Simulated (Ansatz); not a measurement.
Consider the formal exchange of groups at a B–B bond: `BBBr` + trichlorosilane → `B[Si](Cl)(Cl)Cl` + `BBr`.

Program: Ansatz. Geometries: PBE0-D4/def2-TZVP. ΔE: electronic, gas phase. CCSD(T)/CBS is the MP2 limit (def2-TZVPP, def2-QZVPP) plus CCSD(T) − MP2 in def2-TZVPP, frozen cores. This one scheme is used for every species. DFT in def2-TZVPP. For Br outer-core shells are correlated without core-valence functions, which leaves a few kJ/mol of doubt a bond. Scalar relativity is left out up to krypton.

```
             level  ΔE (kJ/mol)
            revPBE         15.1
         CAM-B3LYP         16.2
    MP2/def2-QZVPP         10.9
SCS-MP2/def2-QZVPP         10.5
```

(1) What does CCSD(T)/CBS give? (An estimate is asked.)

Largest T1 diagnostic among the species: 0.011.

Results:

(1) The calculation gave: +11.4 kJ/mol. The listed levels differ from it by 3.7, 4.8, -0.5, -0.9 kJ/mol.

The D4 term adds −4.0 kJ/mol with B3LYP and −2.3 kJ/mol with PBE0; it sums over pairs of atoms, weighted by their polarisabilities, and B3LYP, whose exchange is more repulsive, gets the larger term. Leaving LDA and LC-ωPBE aside and taking each functional with its dispersion term where it has one, the values, not all of them listed here, spread over 7.5 kJ/mol, from revPBE-D4 to B97M-V. LDA lies +3.9 kJ/mol from PBE without D4.

B3LYP here is the variant with VWN-RPA as its local correlation; programs differ in this.
